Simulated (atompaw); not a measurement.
Reading a pseudo-wave (lithium)

Columns: radius, all-electron u(r) and pseudo u(r) of the 2p shell (level -1.56 eV) of lithium in the configuration 1s2 2s0 2p1; PBE, scalar-relativistic, PAW (atompaw) scheme, atompaw 4.2.0.5.

```tsv
r (bohr)	all-electron	pseudo
0.115	0.0057	0.0021
0.231	0.0197	0.0082
0.346	0.0383	0.0182
0.462	0.0599	0.0320
0.577	0.0827	0.0488
0.692	0.1061	0.0683
0.808	0.1298	0.0903
0.923	0.1529	0.1137
1.038	0.1755	0.1382
1.154	0.1976	0.1634
1.269	0.2185	0.1884
1.385	0.2385	0.2131
1.500	0.2573	0.2367
1.615	0.2749	0.2590
1.731	0.2914	0.2801
1.846	0.3067	0.2994
1.962	0.3210	0.3171
2.077	0.3344	0.3330
2.192	0.3473	0.3473
2.308	0.3596	0.3602
2.423	0.3710	0.3717
2.538	0.3815	0.3820
2.654	0.3911	0.3914
2.769	0.3996	0.3998
2.885	0.4073	0.4073
3.000	0.4140	0.4140
```

Problem. How many radial nodes do the two functions have?

Solution. The all-electron 2p function has n − l − 1 = 0; the pseudo-wave has 0.

Problem. Is the pseudo-wave norm-conserving?

Solution. No, it belongs to a PAW set: the norm inside the radius is not constrained, and the difference is carried by the augmentation charge.
